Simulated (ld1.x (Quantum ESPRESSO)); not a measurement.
**S, TM: configuration errors across variants**

* Element: sulfur (S)
* Generator: ld1.x (Quantum ESPRESSO) 7.5
* Type: norm-conserving Troullier–Martins (Kleinman–Bylander form)
* Functional: PBE
* Relativity: scalar-relativistic
* Frozen core: [Ne]
* Valence charge: 6
* Reference configuration: 3s2 3p4
* Partial waves: 3p (bound): rc 1.20 bohr; 3s (bound): rc 1.10 bohr
* Local potential: the s channel
* Core correction: a·sin(br)/r model core inside 0.70 bohr

All-electron excitation energies from the reference (eV): (1) 3s2 3p3 11.769; (2) 3s2 3p2 34.053; (3) 3s2 3p1 68.094; (4) 3s1 3p5 10.311; (5) 3s2 3p3.5 4.660; (6) 3s2 3p4.3 -1.709; (7) 3s1 3p4 22.648.

Errors AE − PS in meV (a dash: test not solved or not reliable):

```tsv
change	(1)	(2)	(3)	(4)	(5)	(6)	(7)	bound ghosts
base	+4.3	+28	+84	+0.3	+0.7	+0.3	+8.5	none
core correction none	+3.4	+22	+73	+7.6	+0.5	+0.3	+13	none
core correction a·sin(br)/r model core inside 0.42 bohr	+4.3	+27	+83	+0.2	+0.7	+0.3	+8.5	none
core correction a·sin(br)/r model core inside 0.66 bohr	+4.3	+28	+84	+0.3	+0.7	+0.3	+8.5	none
core correction a·sin(br)/r model core inside 0.76 bohr	+4.3	+28	+84	+0.4	+0.7	+0.3	+8.6	none
core correction a·sin(br)/r model core inside 0.90 bohr	+4.4	+28	+89	+0.9	+0.7	+0.3	+9.5	none
core correction a·sin(br)/r model core inside 1.02 bohr	+4.3	+27	+85	+0.7	+0.7	+0.3	+8.7	none
core correction a·sin(br)/r model core inside 1.06 bohr	+4.1	+26	+79	+0.2	+0.7	+0.3	+7.3	none
core correction a·sin(br)/r model core inside 1.20 bohr	+3.6	+22	+65	-0.2	+0.6	+0.3	+5.2	none
core correction a·sin(br)/r model core inside 1.30 bohr	+3.4	+22	+64	+1.1	+0.6	+0.3	+6.6	none
```

Q: Give the same row for: core correction a·sin(br)/r model core inside 0.54 bohr.

A: +4.3, +27, +83, +0.2, +0.7, +0.3, +8.5; bound ghosts: none.
